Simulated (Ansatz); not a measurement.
Cost and result for the atomization energy of C2F2N2Sn, SMILES `N#[C][Sn]([F])([F])[C]#N` (7 atoms, 6 bonds).

Cartesian coordinates in Å:
```
N -0.266 -2.933 0.444
C -0.303 -1.816 0.170
Sn -0.344 0.199 -0.301
F -0.235 0.391 -2.170
F -2.011 0.910 0.209
C 1.159 1.320 0.576
N 2.000 1.929 1.072
```

The species carries charge 0 and has multiplicity 1. Correlated methods include outer-core shells of Sn, which these sets cover unevenly. Sn takes the def2 core potential. The structure was optimised at the PBE0-D4/def2-TZVP level. Program: Ansatz. All runs use 4 threads of a server CPU on a shared host. Times are those of one run each, without the atoms' runs, and a repeat can differ threefold. Electronic energies, without spin–orbit coupling; frozen cores. CCSD(T)/CBS adds CCSD(T) − MP2 in def2-TZVPP to the MP2 limit, and its time is that of the two runs behind it. T1 = 0.015. With those shells the extrapolation isn't a true limit. HSE06 is the plane-wave form, built on full-range PBE exchange.

CCSD(T)/CBS is a level of theory with its own doubt, some kJ/mol a heavy atom from the limit and from the frozen cores, so smaller differences don't rank the functionals.

```tsv
level	functions	wall time
LDA (SPW92)/def2-TZVPP	236	1.9 s
BLYP-D4/def2-TZVPP	236	3.3 s
PBE0-D4/def2-TZVPP	236	5.5 s
HSE06-D4/def2-TZVPP	236	5.5 s
CAM-B3LYP-D4/def2-TZVPP	236	6 s
r2SCAN-D4/def2-TZVPP (with forces)	236	7.5 s
PBE-QIDH/def2-TZVPP	236	11 s
RPA@PBE/def2-TZVPP	236	11 s
ωB97X-V/def2-TZVPP	236	12 s
CCSD(T)/def2-SVP	110	20 s
MP2/def2-QZVPP	424	32 s
CCSD(T)/def2-TZVPP	236	8.4 min
CCSD(T)/CBS(def2)	–	8.9 min
```

Problem. What atomization energy does each give, and how far from CCSD(T)/CBS? (Best estimate.)

Solution. Computed: 
| level | atomization (kJ/mol) | difference from CCSD(T)/CBS | per bond |
| --- | --- | --- | --- |
| LDA (SPW92)/def2-TZVPP | 3662.3 | 564.4 | 94.1 |
| BLYP-D4/def2-TZVPP | 3148.5 | 50.6 | 8.4 |
| PBE0-D4/def2-TZVPP | 3061.1 | -36.8 | -6.1 |
| HSE06-D4/def2-TZVPP | 3063.5 | -34.4 | -5.7 |
| CAM-B3LYP-D4/def2-TZVPP | 3076.4 | -21.5 | -3.6 |
| r2SCAN-D4/def2-TZVPP (with forces) | 3052.7 | -45.2 | -7.5 |
| PBE-QIDH/def2-TZVPP | 3023.5 | -74.4 | -12.4 |
| RPA@PBE/def2-TZVPP | 2796.1 | -301.8 | -50.3 |
| ωB97X-V/def2-TZVPP | 3095.7 | -2.2 | -0.4 |
| CCSD(T)/def2-SVP | 2838.5 | -259.4 | -43.2 |
| MP2/def2-QZVPP | 3222.0 | 124.1 | 20.7 |
| CCSD(T)/def2-TZVPP | 2971.0 | -126.9 | -21.2 |
| CCSD(T)/CBS(def2) | 3097.9 | 0.0 | 0.0 |

From r2SCAN to r2SCAN0 (25 % exact exchange), in def2-TZVPP and without D4, the atomization energy moves by −151.2 kJ/mol: exact exchange takes away binding that semilocal exchange gives to molecules. At CCSD(T), def2-SVP lies −259.4 kJ/mol from the extrapolated value and def2-TZVPP −126.9 kJ/mol: correlation converges slowly with the basis, and small sets miss more of it in the bonded molecule than in its fragments. In def2-TZVPP, CCSD(T) changes the Hartree–Fock value by +1111.5 kJ/mol (the triples alone add +107.0 kJ/mol) and MP2 by +1284.4 kJ/mol; breaking electron pairs costs correlation energy, which Hartree–Fock lacks.

Spin–orbit coupling would lower the free Sn atoms strongly, and the atomization energy with them, by more than many differences here. For some Ge, Se and Sn compounds the MP2-based and the directly extrapolated limit differ by 10 to 25 kJ/mol.
